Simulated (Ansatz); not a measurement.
Basis-set extrapolation for CH$_{6}$BClSSi (`CS[SiH2]BCl`) (PBE0-D4/def2-TZVP geometry, frozen core, Ansatz). Multiplicity 1, RHF reference.

```tsv
	def2-TZVPP	def2-QZVPP
HF	-1212.111422	-1212.147147
MP2 correlation	-0.762369	-0.824797
CCSD(T) correlation	-0.869013	not run
```

Energies in hartree. Use E(X) = E(∞) + A·exp(−7.88·√X) for Hartree–Fock and E(X) = E(∞) + B·X^(−2.97) for correlation, with X = 3 and 4, and add CCSD(T) minus MP2 of the smaller set to the MP2 limit.

Task: What is the CCSD(T) energy at the basis-set limit?

Result: HF limit: -1212.147147 + (-0.035725) × 0.13774 = -1212.15207. MP2 limit: -0.824797 + (-0.062428) × 0.74074 = -0.87104. Higher-order term: -0.869013 − (-0.762369) = -0.10664. Total: -1213.12975 hartree, 4.06 eV below CCSD(T)/def2-TZVPP.
